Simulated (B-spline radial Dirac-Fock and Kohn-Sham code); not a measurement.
## How the binding energies of Hg²⁸⁺ add up

System: the Hg²⁸⁺ ion, configuration [Kr] 4d10 4f6; nuclear rms radius 5.4648 fm (A = 202).

Calculated with an atomic code on a B-spline grid, using multi-electron Dirac-Fock with separately optimised hole states, Breit and Lamb-shift corrections added in first order. The model has no electron correlation. Energies are counted from the vacuum level.

All terms are in eV, carry their sign (relaxation lowers the binding energy) and add up to the binding energy; ⟨r⟩ is the mean radius of the orbital in the initial state.

```csv
subshell,−ε (Koopmans),relaxation,Breit,self-energy,vacuum polarisation,binding energy,⟨r⟩ (bohr)
K (1s),84588.7,-74.46,-297.50,-197.98,41.08,84059.8,0.017
L1 (2s),15907.4,-37.32,-34.80,-29.69,5.82,15811.4,0.069
L2 (2p1/2),15270.6,-42.18,-57.36,-0.91,0.37,15170.5,0.057
L3 (2p3/2),13319.9,-38.31,-33.75,-2.43,-0.19,13245.3,0.066
M1 (3s),4550.5,-14.61,-6.77,-6.94,1.33,4523.5,0.179
M2 (3p1/2),4266.1,-15.69,-11.33,-0.37,0.09,4238.8,0.170
M3 (3p3/2),3825.8,-13.98,-6.29,-0.63,-0.05,3804.9,0.185
M4 (3d3/2),3362.6,-16.63,-5.08,0.47,-0.06,3341.3,0.162
M5 (3d5/2),3269.3,-16.00,-3.37,0.22,-0.06,3250.0,0.166
N1 (4s),1696.7,-2.94,-1.77,-1.90,0.36,1690.5,0.386
N2 (4p1/2),1572.0,-3.02,-2.89,-0.10,0.03,1566.0,0.386
N3 (4p3/2),1453.4,-2.51,-1.53,-0.17,-0.01,1449.2,0.413
N4 (4d3/2),1248.2,-2.67,-1.09,0.11,-0.02,1244.5,0.410
N5 (4d5/2),1224.7,-2.49,-0.66,0.05,-0.01,1221.6,0.418
"N6,7 (4f)",974.9,-2.82,-0.04,0.08,-0.01,972.1,0.404
```

For the deepest level, K (1s), the Breit terms make up -0.354 % of the binding energy, QED -0.187 % and orbital relaxation -0.089 %.

Spin-orbit splittings: 2p 1925.2 eV, 3p 433.9 eV, 3d 91.20 eV, 4p 116.8 eV, 4d 22.94 eV.

Going to the tabulated ground configuration of the next ion removes an electron from N6,7 (4f), computed at 972.1 eV. NIST lists 990 ± 50 eV as the ionisation energy of this species (theoretical), +17.90 eV from the computed value, within the stated uncertainty.
